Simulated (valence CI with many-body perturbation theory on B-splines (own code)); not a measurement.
**Energy levels of Gd LVIII**

Level of theory: relativistic CI+MBPT: five valence electrons over a frozen Dirac-Fock core [He], a basis of 9 s, 9 p, 8 d, 6 f, 3 g, 1 h functions for each j, with the one-electron correlation potential Σ1 (screened to all orders), the two-electron term Σ2, the three-electron term Σ3, Breit, model QED; selected single and double excitations, second order for the rest, scaled by the run's own slope (own B-spline code, finite nucleus).

The last digits are not significant, and no measured levels were compared; by estimate large intervals hold to a few tenths of a per cent, small ones and those within an open d or f shell to about a per cent. Among the levels kept, up to 4000 cm⁻¹ of a level comes from second order outside the variational space, and about a tenth of that is noise between levels of different J, which matters for small intervals.

Levels 1 to 45 of 62, with energies above the lowest level, (2s^2 2p1/2^2 2p3/2) J=3/2. "Leading %" is the weight of the configuration and term that name the level; weights of strongly mixed levels are sums over their largest components and can fall short, so below about 35 % the name and the second component can differ from the true leading terms, or belong to a minority configuration. In the jj column 3d3/2^4 stands for four electrons in 3d with j = 3/2. Lifetimes count E1, E2, E3, M1 and M2 decay at the calculated energies, and are blank where another channel may lead or the interval is too uncertain; long ones can be off by a factor of two.

| No. | Configuration | Term | J | E (Ry) | Leading % | g | Lifetime | Leading jj |
| --- | --- | --- | --- | --- | --- | --- | --- | --- |
| 1 | 2s2 2p3 | 2P° | 3/2 | 0.00 | 48 | 1.331 |  | 2s^2 2p1/2^2 2p3/2 (100 %) |
| 2 | 2s2 2p3 | 4S° | 3/2 | 51.98 | 55 | 1.439 | 292 ps | 2s^2 2p1/2 2p3/2^2 (100 %) |
| 3 | 2s2 2p3 | 2D° | 5/2 | 53.60 | 100 | 1.172 | 1.71 ns | 2s^2 2p1/2 2p3/2^2 (100 %) |
| 4 | 2s2 2p3 | 2P° | 1/2 | 56.63 | 100 | 0.630 | 494 ps | 2s^2 2p1/2 2p3/2^2 (100 %) |
| 5 | 2s 2p4 | 4P | 5/2 | 72.38 | 72 | 1.460 | 1.27 ps | 2s 2p1/2^2 2p3/2^2 (100 %) |
| 6 | 2s 2p4 | 2S | 1/2 | 78.76 | 63 | 2.034 | 329 fs | 2s 2p1/2^2 2p3/2^2 (100 %) |
| 7 | 2s 2p4 | 2P | 3/2 | 78.87 | 49 | 1.181 | 183 fs | 2s 2p1/2^2 2p3/2^2 (99 %) |
| 8 | 2s2 2p3 | 2P° | 3/2 | 108.72 | 52 | 1.288 | 86.5 ps | 2s^2 2p3/2^3 (99 %) |
| 9 | 2s 2p4 | 4P | 3/2 | 126.06 | 84 | 1.580 | 381 fs | 2s 2p1/2 2p3/2^3 (100 %) |
| 10 | 2s 2p4 | 2D | 5/2 | 128.82 | 72 | 1.284 | 377 fs | 2s 2p1/2 2p3/2^3 (100 %) |
| 11 | 2s 2p4 | 2P | 1/2 | 132.50 | 63 | 1.374 | 147 fs | 2s 2p1/2 2p3/2^3 (99 %) |
| 12 | 2s 2p4 | 2D | 3/2 | 133.22 | 53 | 1.027 | 148 fs | 2s 2p1/2 2p3/2^3 (100 %) |
| 13 | 2p5 | 2P° | 3/2 | 155.75 | 99 | 1.308 | 126 fs | 2p1/2^2 2p3/2^3 (99 %) |
| 14 | 2s 2p4 | 4P | 1/2 | 185.72 | 36 | 1.842 | 172 fs | 2s 2p3/2^4 (99 %) |
| 15 | 2p5 | 2P° | 1/2 | 209.59 | 100 | 0.630 | 93.8 fs | 2p1/2 2p3/2^4 (100 %) |
| 16 | 2s2 2p2 3s | 4P | 1/2 | 480.71 | 47 | 2.001 | 9.21 fs | 2s^2 2p1/2^2 3s (100 %) |
| 17 | 2s2 2p2 3p | 2P° | 1/2 | 486.89 | 46 | 0.651 | 793 fs | 2s^2 2p1/2^2 3p1/2 (100 %) |
| 18 | 2s2 2p2 3p | 2P° | 3/2 | 503.31 | 34 | 1.326 | 825 fs | 2s^2 2p1/2^2 3p3/2 (100 %) |
| 19 | 2s2 2p2 3d | 2D | 3/2 | 508.98 | 42 | 0.785 | 7.09 fs | 2s^2 2p1/2^2 3d3/2 (100 %) |
| 20 | 2s2 2p2 3d | 2D | 5/2 | 513.92 | 35 | 1.192 | 1.30 fs | 2s^2 2p1/2^2 3d5/2 (100 %) |
| 21 | 2s2 2p2 3s | 4P | 3/2 | 533.44 | 88 | 1.661 | 13.5 fs | 2s^2 2p1/2 2p3/2 3s (100 %) |
| 22 | 2s2 2p2 3s | 2P | 1/2 | 534.08 | 67 | 1.298 | 6.32 fs | 2s^2 2p1/2 2p3/2 3s (100 %) |
| 23 | 2s2 2p2 3s | 2D | 5/2 | 534.82 | 64 | 1.318 | 12.5 fs | 2s^2 2p1/2 2p3/2 3s (100 %) |
| 24 | 2s2 2p2 3s | 2D | 3/2 | 535.23 | 64 | 0.966 | 6.72 fs | 2s^2 2p1/2 2p3/2 3s (100 %) |
| 25 | 2s2 2p2 3p | 4P° | 1/2 | 539.56 | 48 | 1.729 | 1.16 ps | 2s^2 2p1/2 2p3/2 3p1/2 (100 %) |
| 26 | 2s2 2p2 3p | 4D° | 3/2 | 540.01 | 56 | 1.134 | 1.07 ps | 2s^2 2p1/2 2p3/2 3p1/2 (100 %) |
| 27 | 2s2 2p2 3p | 2F° | 5/2 | 540.97 | 48 | 1.057 | 806 fs | 2s^2 2p1/2 2p3/2 3p1/2 (100 %) |
| 28 | 2s2 2p2 3p | 2P° | 3/2 | 543.35 | 42 | 1.318 | 388 fs | 2s^2 2p1/2 2p3/2 3p1/2 (99 %) |
| 29 | 2s 2p3 3s | 4P° | 5/2 | 550.96 | 44 | 1.598 | 19.7 fs | 2s 2p1/2^2 2p3/2 3s (92 %) |
| 30 | 2s 2p3 3s | 2P° | 3/2 | 552.83 | 32 | 1.449 | 7.90 fs | 2s 2p1/2^2 2p3/2 3s (94 %) |
| 31 | 2s2 2p2 3p | 2P° | 1/2 | 555.28 | 29 | 1.474 | 43.0 fs | 2s^2 2p1/2 2p3/2 3p3/2 (82 %) |
| 32 | 2s2 2p2 3p | 4D° | 5/2 | 555.67 | 51 | 1.421 | 197 fs | 2s^2 2p1/2 2p3/2 3p3/2 (94 %) |
| 33 | 2s2 2p2 3p | 2D° | 3/2 | 556.09 | 52 | 1.143 | 577 fs | 2s^2 2p1/2 2p3/2 3p3/2 (99 %) |
| 34 | 2s2 2p2 3p | 2F° | 7/2 | 556.62 | 64 | 1.225 | 708 fs | 2s^2 2p1/2 2p3/2 3p3/2 (100 %) |
| 35 | 2s 2p3 3s | 2P° | 3/2 | 556.94 | 24 | 1.385 | 27.1 fs | 2s 2p1/2^2 2p3/2 3s (56 %) |
| 36 | 2s 2p3 3s | 4D° | 1/2 | 557.29 | 24 | 0.871 | 9.96 fs | 2s 2p1/2^2 2p3/2 3s (69 %) |
| 37 | 2s 2p3 3p | 4P | 3/2 | 557.95 | 29 | 1.689 | 7.16 fs | 2s 2p1/2^2 2p3/2 3p1/2 (98 %) |
| 38 | 2s 2p3 3p | 2D | 5/2 | 558.01 | 24 | 1.352 | 2.91 fs | 2s 2p1/2^2 2p3/2 3p1/2 (97 %) |
| 39 | 2s2 2p2 3p | 2D° | 5/2 | 558.39 | 64 | 1.186 | 586 fs | 2s^2 2p1/2 2p3/2 3p3/2 (99 %) |
| 40 | 2s2 2p2 3p | 4S° | 3/2 | 558.64 | 15 | 1.395 | 32.4 fs | 2s^2 2p1/2 2p3/2 3p3/2 (52 %) |
| 41 | 2s2 2p2 3p | 2P° | 1/2 | 560.01 | 75 | 0.689 | 60.3 fs | 2s^2 2p1/2 2p3/2 3p3/2 (87 %) |
| 42 | 2s2 2p2 3d | 4F | 3/2 | 561.82 | 42 | 0.933 | 3.34 fs | 2s^2 2p1/2 2p3/2 3d3/2 (97 %) |
| 43 | 2s2 2p2 3d | 4F | 5/2 | 561.99 | 53 | 0.960 | 12.0 fs | 2s^2 2p1/2 2p3/2 3d3/2 (99 %) |
| 44 | 2s2 2p2 3d | 4D | 1/2 | 562.19 | 78 | 0.272 | 5.93 fs | 2s^2 2p1/2 2p3/2 3d3/2 (99 %) |
| 45 | 2s 2p3 3p | 2P | 1/2 | 563.10 | 28 | 1.253 | 1.71 fs | 2s 2p1/2^2 2p3/2 3p1/2 (84 %) |

The ionisation energy to 2s2 2p2 3P_0 of the next ion comes out as 12148 eV (NIST: 12147 ± 6 eV (theoretical)). All 62 levels together are meant to be complete up to 577.50 Ry.
